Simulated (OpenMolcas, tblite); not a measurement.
## A ladder of methods for SnSiH4ClF (SMILES [F][SnH]([SiH3])[Cl])

SnSiH4ClF has 8 atoms, charge 0, and is taken as a singlet. As SMILES, `[F][SnH]([SiH3])[Cl]`. The coordinates come from a PBE0-D4/def2-TZVP relaxation.

Each level gives the vertical ionisation energy (to the doublet cation) (eV). The values are calculated.

| level | kind | program | value (eV) |
| --- | --- | --- | --- |
| GFN2-xTB | semi-empirical | tblite | 13.52 |
| IPEA1-xTB | semi-empirical | tblite | 14.23 |
| HF/def2-SVP (core potential) | Hartree–Fock | OpenMolcas | 10.34 |
| SVWN5/def2-SVP (core potential) | LDA | OpenMolcas | 9.96 |
| BLYP/def2-SVP (core potential) | GGA | OpenMolcas | 9.65 |
| r2SCAN/def2-SVP (core potential) | meta-GGA | OpenMolcas | 10.14 |
| PBE0/def2-SVP (core potential) | global hybrid | OpenMolcas | 10.32 |

Spin-orbit coupling, which can split open shells on such heavy atoms by tenths of an eV, is left out. The values span 9.65 to 14.23 eV. The xTB values lack the empirical shift that such differences need.
